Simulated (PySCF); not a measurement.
Zinc: a sound run and one with changed settings

Sound run: Zn⁺ [Ar] 3d10 4s1, Zn²⁺ [Ar] 3d10. Calculation: PySCF 2.14, in x2c-TZVPall; the spin-free X2C one-electron Hamiltonian (Gaussian nucleus). The sound run starts from symmetry-adapted Hartree-Fock orbitals and uses a fine grid where one is needed.

A second run was set up differently.

| species | method | sound run (hartree) | changed run (hartree) | converged |
| --- | --- | --- | --- | --- |
| Zn⁺ | UHF | -1793.96788 | -1793.96724 | no |
| Zn⁺ | TPSS | -1795.56691 | -1795.56489 | no |
| Zn⁺ | B3LYP | -1795.60853 | -1795.60835 | no |
| Zn²⁺ | UHF | -1793.34765 | -1793.34763 | no |
| Zn²⁺ | TPSS | -1794.88856 | -1794.88517 | no |
| Zn²⁺ | B3LYP | -1794.92033 | -1794.91959 | no |

What was changed?
A. radial grid too coarse
B. too few SCF iterations
C. all electrons correlated in a valence basis
D. basis contracted for another Hamiltonian

B. It used initial guess atom, at most 3 SCF cycles. The SCF was stopped early; the energies are upper bounds that still move, and correlated levels were skipped or rest on poor orbitals.
